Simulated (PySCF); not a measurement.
Start geometry of transoidal 1-iodononafluorobutane (`FC(F)(F)C(F)(F)C(F)(F)C(F)(F)I`) from GFN2-xTB (Å):
```
atom  x, y, z in Å
F1    -1.6526   -0.4067    1.4009
C2    -1.5483    0.5923    0.5049
F3    -2.7737    1.0030    0.1519
F4    -0.8821    1.6146    1.0876
C5    -0.7622    0.1147   -0.7651
F6    -1.5914   -0.6215   -1.5071
F7    -0.4226    1.2006   -1.4828
C8     0.5402   -0.7139   -0.4730
F9     1.0829   -1.0119   -1.6337
F10    0.1650   -1.8861    0.1109
C11    1.5649   -0.0347    0.4466
F12    1.1089    0.0265    1.6948
F13    1.7579    1.2346    0.0298
I14    3.4059   -1.1267    0.4265
```

Task: What comes out of this run: PBE0-D3(BJ)/def2-SVP geometry optimisation, gas phase, def2 core potentials past Kr (PySCF)?

Result: 
```
atom  x, y, z in Å
F1    -1.691   -0.508    1.405
C2    -1.591    0.502    0.555
F3    -2.804    0.868    0.175
F4    -1.009    1.528    1.158
C5    -0.785    0.091   -0.701
F6    -1.558   -0.732   -1.418
F7    -0.550    1.196   -1.412
C8     0.562   -0.663   -0.490
F9     1.077   -0.820   -1.713
F10    0.294   -1.860    0.036
C11    1.607    0.043    0.404
F12    1.163    0.062    1.657
F13    1.779    1.292   -0.013
I14    3.499   -1.015    0.348
```

The energy falls by 13.0 kJ/mol over 9 energy and gradient evaluations, the largest force component goes from 0.0239 to 3.4e-04 Eh/bohr, and the atoms move by 0.067 Å rms after alignment. Among the bonds, C2–F4, C8–F10 and C11–I14 change most and about equally (-0.028 to +0.028 Å). Bonds longer at the end by more than 0.005 Å: 3 of 13; shorter: 8. Among the angles that change most is F6–C5–C8, from 109.1° to 105.9°. Rotational constants go from 1034, 272.0, 258.7 to 1052, 266.2, 254.1 MHz. The orientation of the end geometry is arbitrary; only internal coordinates are fixed.

The run used 208 basis functions and 63 SCF cycles in all. Hardware: one thread, Arm Neoverse V2 (aarch64) (shared host). Cost: 4.2 min of wall time, 1.2 GiB resident at most.

No PBE0-D3(BJ)/def2-SVP frequencies stand behind this structure, so it isn't proved a minimum. The numbers are those of one conformer.
